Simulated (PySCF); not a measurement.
# Working out the ionisation energy of Ga²⁺

Ga²⁺ [Ar] 3d10 4s1 (2S) → Ga³⁺ [Ar] 3d10 (1S). Computed with PySCF 2.14 in x2c-TZVPPall (6s5p4d1f, 48 functions), with the spin-free X2C one-electron Hamiltonian (Gaussian nucleus). Frozen: [Ne]. Energies in hartree (1 hartree = 27.21139 eV):

| part | Ga²⁺ (lower) | Ga³⁺ (upper) |
| --- | --- | --- |
| UHF | -1941.277701 | -1940.188949 |
| CCSD correlation | -0.254901 | -0.236992 |
| (T) | -0.006084 | -0.004969 |

Task: What does Hartree-Fock give?

Result: (-1940.188949) − (-1941.277701) = 1.088752 hartree = 29.626 eV.

Task: What do CCSD and CCSD(T) give?

Result: The CCSD correlation energies differ by 0.017909 hartree = 0.487 eV and the triples by 0.001115 hartree = 0.030 eV, so CCSD gives 30.113 eV and CCSD(T) 30.143 eV.

Measured between the centres of the two terms (NIST): 30.726 eV, so CCSD(T) (valence and next inner shell) is off by -0.583 eV.

What remains against the reference includes basis incompleteness, the frozen core and higher excitations.
